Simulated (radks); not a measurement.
Neutral mercury, 80 electrons, occupied as [Xe] 4f14 5d10 6s1 6f1 (not the ground configuration).

Method: Dirac Kohn-Sham, PBEsol, spin-unpolarised, spherical densities, finite nucleus; open shells fill j = l - 1/2 first; Fermi nuclear charge, rms radius 5.4648 fm; computed with a radial shooting solver on a logarithmic mesh with Libxc functionals.

Energy parts (eV):
total: -534747.31
kinetic: 616399.93
electron-nucleus: -1348237.69
Hartree: 207104.01
exchange-correlation: -10013.56

Orbitals (lengths in bohr, moments of r in powers of bohr; <r^-3> diverges for s and p1/2; r(90%) holds 90 % of the orbital's charge):
orbital,occ.,eigenvalue (eV),r(90%),<r^-3>,<1/r>,small-component weight
1s1/2,2,-82975.13,0.0304,-,97.47,9.25e-02
2s1/2,2,-14701.76,0.109,-,24.01,2.12e-02
2p1/2,2,-14111.85,0.0950,-,23.98,2.13e-02
2p3/2,4,-12165.35,0.107,21430,19.41,1.89e-02
3s1/2,2,-3494.254,0.265,-,8.811,7.11e-03
3p1/2,2,-3227.267,0.257,-,8.727,7.06e-03
3p3/2,4,-2796.173,0.279,5007,7.535,6.35e-03
3d3/2,4,-2351.906,0.252,876.1,7.435,6.24e-03
3d5/2,6,-2259.496,0.259,722.9,7.165,6.05e-03
4s1/2,2,-773.9942,0.573,-,3.734,2.42e-03
4p1/2,2,-659.3487,0.583,-,3.626,2.33e-03
4p3/2,4,-555.1597,0.632,1214,3.211,2.06e-03
4d3/2,4,-367.2484,0.660,191.2,3.011,1.86e-03
4d5/2,6,-347.8204,0.677,154.1,2.916,1.79e-03
5s1/2,2,-125.7842,1.29,-,1.524,6.24e-04
4f5/2,6,-105.9230,0.767,32.70,2.553,1.42e-03
4f7/2,8,-101.7293,0.778,31.04,2.516,1.39e-03
5p1/2,2,-87.8956,1.41,-,1.398,5.38e-04
5p3/2,4,-69.5752,1.55,209.2,1.244,4.52e-04
5d3/2,4,-18.8772,2.22,19.17,0.9201,2.56e-04
5d5/2,6,-16.9987,2.32,14.80,0.8809,2.37e-04
6s1/2,1,-13.6094,3.67,-,0.5097,8.13e-05
6f5/2,1,-0.3592,40.7,0.0002816,0.04248,6.12e-07
6f7/2,0,-0.3592,40.7,0.0002812,0.04248,6.12e-07

The highest occupied level is 6f5/2 at -0.359 eV. The density falls to 0.001 e/bohr^3 at r = 3.89 bohr. Summed over all electrons, <r^2> = 1039 bohr^2, which gives a Langevin (diamagnetic) susceptibility term of -823 x 10^-6 cm^3/mol. The electron density at the nucleus is 2.321e+06 e/bohr^3.
